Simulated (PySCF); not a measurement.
C7H7Br, SMILES Cc1ccc(Br)cc1, GFN2-xTB optimised geometry.

```
15

C     -1.49    -2.24    -0.02
C     -0.72    -0.96     0.00
C     -1.38     0.26     0.00
C     -0.69     1.45     0.00
C      0.70     1.42     0.00
Br     1.67     3.07     0.00
C      1.39     0.22     0.00
C      0.67    -0.96     0.00
H     -1.78    -2.48    -1.04
H     -2.39    -2.16     0.58
H     -0.88    -3.07     0.36
H     -2.46     0.28     0.00
H     -1.21     2.40     0.00
H      2.46     0.22     0.00
H      1.21    -1.90     0.00
```

Density from CAM-B3LYP/def2-TZVP run with PySCF at that geometry.

Minimum of the electron density along straight lines between bonded atoms, close to the bond critical point (lines longer than 1.1 times the sum of covalent radii, or with two minima, are not listed):

```csv
bond,length / Å,ρ at the minimum / e bohr⁻³,∇²ρ there / e bohr⁻⁵,position (fraction from the first atom)
C1–C2,1.497,0.263,-0.70,0.49
C2–C3,1.391,0.322,-0.96,0.50
C3–C4,1.382,0.325,-0.98,0.50
C4–C5,1.384,0.325,-0.98,0.48
C5–Br6,1.909,___,___,0.45
C5–C7,1.383,0.325,-0.98,0.52
C2–C8,1.390,0.322,-0.96,0.50
C7–C8,1.383,0.324,-0.97,0.50
C1–H9,1.090,0.278,-0.95,0.64
C1–H10,1.088,0.280,-0.97,0.64
C1–H11,1.087,0.281,-0.98,0.64
C3–H12,1.080,0.288,-1.04,0.65
C4–H13,1.079,0.290,-1.06,0.65
C7–H14,1.079,0.290,-1.06,0.65
C8–H15,1.080,0.288,-1.04,0.65
```

Question: Complete the blanks.

Answer: 
- C5–Br6, ρ at the minimum / e bohr⁻³: 0.164
- C5–Br6, ∇²ρ there / e bohr⁻⁵: -0.20
